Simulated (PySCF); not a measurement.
## Krypton: a sound run and one with changed settings

Sound run: Kr [Kr], Kr⁺ [Ar] 3d10 4s2 4p5. All numbers are calculated (PySCF 2.14, the spin-free X2C one-electron Hamiltonian (Gaussian nucleus), in aug-cc-pVDZ-DK (6s5p3d, 36 functions)). In the sound run the correlated levels freeze [Ar] 3d10. The sound run starts from symmetry-adapted Hartree-Fock orbitals and uses a fine grid where one is needed.

Changed run: no relativity, point nucleus. This setting is unsound on purpose.

| species | method | sound run (hartree) | changed run (hartree) | converged |
| --- | --- | --- | --- | --- |
| Kr | UHF | -2788.05464 | -2728.80981 | yes |
| Kr | MN15 | -2791.70410 | -2732.48557 | yes |
| Kr | PBE | -2789.54083 | -2730.30400 | yes |
| Kr | MP2 | -2788.18171 | -2728.93794 | yes |
| Kr | CCSD(T) | -2788.19429 | -2728.95091 | yes |
| Kr⁺ | UHF | -2787.57027 | -2728.32279 | yes |
| Kr⁺ | MN15 | -2791.18801 | -2731.96563 | yes |
| Kr⁺ | PBE | -2789.02213 | -2729.78252 | yes |
| Kr⁺ | MP2 | -2787.66800 | -2728.42180 | yes |
| Kr⁺ | CCSD(T) | -2787.68371 | -2728.43820 | yes |

Ionisation energy of Kr:

| method | sound run (eV) | changed run (eV) |
| --- | --- | --- |
| UHF | 13.180 | 13.253 |
| MN15 | 14.044 | 14.148 |
| PBE | 14.115 | 14.190 |
| MP2 | 13.979 | 14.045 |
| SCS-MP2 | 13.900 | 13.966 |
| CCSD | 13.876 | 13.935 |
| CCSD(T) | 13.894 | 13.952 |

Most of the change in total energy is the relativistic energy itself. On top of that the contraction fixes the core shape for the Hamiltonian it was made with, so the changed run is not a good calculation with the other Hamiltonian either.

For comparison, NIST gives 14.000 eV between the lowest levels.
